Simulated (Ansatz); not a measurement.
One change: `BCCCCl` becomes `[SiH3]OCCCl`.

Ansatz, PBE0-D4/def2-TZVP geometries, multiplicity 1. Each molecule was computed in one conformer, which needn't be the lowest.

| property | `BCCCCl` |
| --- | --- |
| HOMO–LUMO gap (PBE0/def2-TZVPP) / eV | 7.03 |
| size of the dipole moment (B3LYP/def2-TZVPP) / D | 1.79 |
| HOMO–LUMO gap (B3LYP/def2-TZVPP) / eV | 6.53 |
| HOMO energy (B3LYP/def2-TZVPP) / eV | -8.09 |
| HOMO–LUMO gap (PBE/def2-TZVPP) / eV | 4.61 |
| LUMO energy (PBE0/def2-TZVPP) / eV | -1.32 |

Problem. Give the same properties after the change, and the shifts. (An estimate is asked.)

Solution. The calculation gave: 
```json
{"property": "HOMO–LUMO gap (PBE0/def2-TZVPP) / eV", "`[SiH3]OCCCl`": "8.43", "shift": "1.40"}
{"property": "size of the dipole moment (B3LYP/def2-TZVPP) / D", "`[SiH3]OCCCl`": "1.16", "shift": "-0.63"}
{"property": "HOMO–LUMO gap (B3LYP/def2-TZVPP) / eV", "`[SiH3]OCCCl`": "7.97", "shift": "1.44"}
{"property": "HOMO energy (B3LYP/def2-TZVPP) / eV", "`[SiH3]OCCCl`": "-8.22", "shift": "-0.13"}
{"property": "HOMO–LUMO gap (PBE/def2-TZVPP) / eV", "`[SiH3]OCCCl`": "5.98", "shift": "1.37"}
{"property": "LUMO energy (PBE0/def2-TZVPP) / eV", "`[SiH3]OCCCl`": "-0.03", "shift": "1.29"}
```

With PBE0 the HOMO falls by 0.11 eV and the LUMO rises by 1.29 eV, so the gap widens by about 1.40 eV. PBE moves the HOMO by 0.02 eV and ωB97M-V by -0.15 eV. Dipoles are sizes alone; their direction can turn.

B3LYP here is the variant with VWN-RPA as its local correlation; programs differ in this.
